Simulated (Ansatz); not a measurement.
`CB(N)F` + CH₃NH₂ → `CNB(C)N` + H–F  (ligand exchange at a B–F bond)

Computed with Ansatz on PBE0-D4/def2-TZVP structures; ΔE is electronic, products minus reactants. CCSD(T)/CBS adds triple-zeta CCSD(T) − MP2 to the extrapolated MP2 energy (def2 sets, frozen cores). This one scheme is used for every species. Functionals use def2-TZVPP. One conformer a species, not always the lowest.

```json
{"level": "ωB97X-V", "ΔE (kcal/mol)": "12.9", "difference from CCSD(T)/CBS": "2.1"}
{"level": "PBE", "ΔE (kcal/mol)": "12.8", "difference from CCSD(T)/CBS": "2.0"}
{"level": "r2SCAN", "ΔE (kcal/mol)": "13.6", "difference from CCSD(T)/CBS": "2.8"}
{"level": "MP2/def2-TZVPP", "ΔE (kcal/mol)": "10.4", "difference from CCSD(T)/CBS": "-0.4"}
{"level": "SCS-MP2/def2-TZVPP", "ΔE (kcal/mol)": "12.0", "difference from CCSD(T)/CBS": "1.2"}
{"level": "CCSD/def2-TZVPP", "ΔE (kcal/mol)": "12.5", "difference from CCSD(T)/CBS": "1.7"}
{"level": "HF/def2-QZVPP", "ΔE (kcal/mol)": "17.6", "difference from CCSD(T)/CBS": "6.8"}
{"level": "SCS-MP2/def2-QZVPP", "ΔE (kcal/mol)": "11.5", "difference from CCSD(T)/CBS": "0.7"}
{"level": "MP2/CBS(def2)", "ΔE (kcal/mol)": "9.4", "difference from CCSD(T)/CBS": "-1.4"}
{"level": "CCSD/CBS(def2)", "ΔE (kcal/mol)": "11.5", "difference from CCSD(T)/CBS": "0.7"}
{"level": "CCSD(T)/CBS", "ΔE (kcal/mol)": "10.8", "difference from CCSD(T)/CBS": "0"}
```

Largest T1 diagnostic among the species: 0.011.

In def2-TZVPP, CCSD(T) changes the Hartree–Fock value by −6.0 kcal/mol (the triples alone add −0.7 kcal/mol) and MP2 by −7.3 kcal/mol. The D4 term adds −2.4 kcal/mol with B3LYP and −1.4 kcal/mol with PBE0; it sums over pairs of atoms, weighted by their polarisabilities, and B3LYP, whose exchange is more repulsive, gets the larger term.

B3LYP here is the variant with VWN-RPA as its local correlation; programs differ in this.
